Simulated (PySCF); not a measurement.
**Where the electron goes**

C6H18Ge3Se3.
Atom-mapped SMILES: `[CH3:1][Ge:2]1([CH3:3])[Se:4][Ge:5]([CH3:6])([CH3:7])[Se:8][Ge:9]([CH3:10])([CH3:11])[Se:12]1` (hydrogens: H13, H14, H15 on C1; H16, H17, H18 on C3; H19, H20, H21 on C6; H22, H23, H24 on C7; H25, H26, H27 on C10; H28, H29, H30 on C11)

Structure used (PBE0-D3(BJ)/def2-SVP), in Å, numbered top down from 1:
```
atom  x, y, z in Å
C1    -2.1305   -2.7610   -2.0414
Ge2   -1.2078   -1.6812   -0.7075
C3    -2.0543   -1.8169    1.0413
Se4    1.0111   -2.4970   -0.6348
Ge5    2.1087   -0.5591    0.1784
C6     2.5920    0.6080   -1.3039
C7     3.6747   -1.2020    1.1439
Se8    0.8278    0.5967    1.8053
Ge9   -0.6992    1.7474    0.4041
C10    0.0592    3.4248   -0.2377
C11   -2.2872    2.0603    1.4898
Se12  -1.2509    0.5314   -1.5494
H13   -3.1724   -2.4216   -2.1365
H14   -1.6309   -2.6757   -3.0159
H15   -2.1233   -3.8157   -1.7277
H16   -1.4815   -1.2433    1.7824
H17   -3.0867   -1.4408    0.9863
H18   -2.0657   -2.8747    1.3433
H19    1.6937    0.8689   -1.8798
H20    3.2923    0.0712   -1.9609
H21    3.0733    1.5196   -0.9203
H22    4.3157   -1.7811    0.4626
H23    4.2451   -0.3468    1.5354
H24    3.3689   -1.8466    1.9792
H25    0.3018    4.0695    0.6198
H26    0.9740    3.2363   -0.8149
H27   -0.6712    3.9390   -0.8805
H28   -2.0208    2.6299    2.3927
H29   -3.0169    2.6364    0.9018
H30   -2.7418    1.1063    1.7880
```

Method: TDDFT CAM-B3LYP/def2-SVPD, vertical, gas phase, core orbitals frozen in the response in PySCF. The CAM-B3LYP/def2-SVPD calculation is non-relativistic and has no spin–orbit coupling, an omission that weighs most on germanium and selenium.

Frontier orbitals with the atoms that hold most of them (Löwdin shares over 4%, at most four atoms; ? is withheld):

```json
{"orbital": "HOMO-3", "ε (eV)": "-9.00", "atoms": "Se8 34%, Se12 32%, Ge9 10%, Se4 6%"}
{"orbital": "HOMO-2", "ε (eV)": "-7.99", "atoms": "Se4 28%, Se12 24%, Se8 16%, Ge2 7%"}
{"orbital": "HOMO-1", "ε (eV)": "-7.87", "atoms": "Se8 40%, Se12 26%, Se4 13%, Ge9 7%"}
{"orbital": "HOMO", "ε (eV)": "-7.55", "atoms": "?"}
{"orbital": "LUMO", "ε (eV)": "?", "atoms": "?"}
{"orbital": "LUMO+1", "ε (eV)": "0.31", "atoms": "Se12 26%, Se8 20%, Ge9 15%, Se4 10%"}
{"orbital": "LUMO+2", "ε (eV)": "0.43", "atoms": "Se12 18%, Se4 15%, Se8 13%, Ge2 7%"}
```

Task: Which atoms hold the LUMO, and with what shares?

Result: Se8 (bonded to 2 Ge) 23%; Se4 (bonded to 2 Ge) 21%; Ge5 (bonded to 2 C and 2 Se) 15%; Se12 (bonded to 2 Ge) 10%. By element: selenium 54%, germanium 15% or more.

Task: Give the leading atoms of the HOMO.

Result: Se4 (bonded to 2 Ge) 47%; Se12 (bonded to 2 Ge) 22%; Se8 (bonded to 2 Ge) 15%.

Task: What is the LUMO energy, and the HOMO–LUMO gap?

Result: ε(LUMO) = 0.26 eV; the gap is 7.82 eV (0.2872 hartree).

Task: The HOMO–LUMO gap is 7.82 eV. Where does the response calculation put the lowest singlet, and from which orbitals?

Result: S1 is at 4.66 eV (f = 0.011), 3.16 eV below the gap, made of HOMO→LUMO (66%), HOMO→LUMO+1 (12%). Without the coupling terms of the response equations the lowest excitation would equal the gap.

Next come S2 at 4.76 eV (f 0.0002), HOMO→LUMO+1 (47%), HOMO-2→LUMO+1 (15%), HOMO-1→LUMO (14%); S3 at 4.92 eV (f 0.0008), HOMO-1→LUMO+1 (48%), HOMO-1→LUMO (22%), HOMO-2→LUMO (11%); S4 at 5.22 eV (f 0.055), HOMO-1→LUMO (40%), HOMO-1→LUMO+1 (22%), HOMO→LUMO+1 (10%); S5 at 5.27 eV (f 0.027), HOMO→LUMO+2 (32%), HOMO-2→LUMO (18%), HOMO-2→LUMO+1 (15%).

Löwdin shares depend on the basis, the more so with diffuse functions.

One conformer stands for the species.

Without π bonds the low states may be Rydberg-like; a valence basis with one diffuse set may place them up to an eV too high.
